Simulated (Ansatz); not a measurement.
The cluster Ag₂Cl₂⁻ (the lowest doublet isomer of a short search). Total charge -1; doublet. Geometry r2SCAN-D4/def2-SVPD, basis def2-TZVPD, Ansatz.

```xyz
4

Ag    0.3116   -0.4796   -0.3144
Ag   -0.9536    1.5187    1.2938
Cl   -1.0399    1.2287   -1.3531
Cl    1.6819   -2.2679    0.3736
```

| run | HOMO (eV) | LUMO (eV) |
| --- | --- | --- |
| A | -0.98 | 1.24 |
| B | -0.18 | 0.29 |
| C | -0.51 | 0.00 |
| D | -2.35 | 4.04 |
| E | -0.56 | 0.66 |
| F | -1.51 | 1.87 |

In the def2 sets Ag takes a core potential; there is no spin–orbit coupling. The structure comes from a short search, and lower isomers may exist.

HOMO and LUMO are taken over both spins.

**Question.** The runs used BHLYP, BLYP, HF, LDA (SPW92), PBE0, r2SCAN. Estimate which is which.

**Answer.** A PBE0 (25 % exact exchange); B BLYP (0 % exact exchange); C LDA (SPW92) (0 % exact exchange); D HF (100 % exact exchange); E r2SCAN (0 % exact exchange); F BHLYP (50 % exact exchange). Exact exchange lowers occupied and raises empty levels; among semilocal functionals meta-GGAs tend to open the gap a little, and such runs are hard to tell apart. The gap grows from 0.47 eV (BLYP) to 6.39 eV (HF).
